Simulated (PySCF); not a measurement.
BiCl₂, charge +1, singlet, at a GFN2-xTB geometry (such geometries of metal compounds can be far from the true shape) (core potentials on Bi).

Input for PySCF:
```python
from pyscf import gto, scf, dft

mol = gto.M(
    atom='''
Bi    0.31097613   -0.02872197    0.36220955
Cl    0.55868221    0.40037284   -1.98945602
Cl   -2.07697743   -0.26014204    0.22102113
''',
    basis='def2-tzvpd',
    ecp={'Bi': 'def2-tzvpd'},
    charge=1,
    verbose=4,
)

mf = dft.RKS(mol)
mf.xc = 'camb3lyp'
mf = mf.density_fit(auxbasis='def2-universal-jkfit')
mf.kernel()
```

### Question
What does this run give for the HOMO-LUMO gap, total energy, Mulliken (on the basis functions themselves) charges in atom order, HOMO energy, number of basis functions?

### Answer

The HOMO-LUMO gap is 6.38 eV and the total energy is -1134.8361 Eh. The Mulliken (on the basis functions themselves) charges in atom order is Bi1 1.35, Cl2 -0.17, Cl3 -0.17 and the HOMO energy comes out as -15.70 eV. The number of basis functions is 148.

### Question
Roughly what does it cost on one core?

### Answer
very roughly 11 core-seconds.
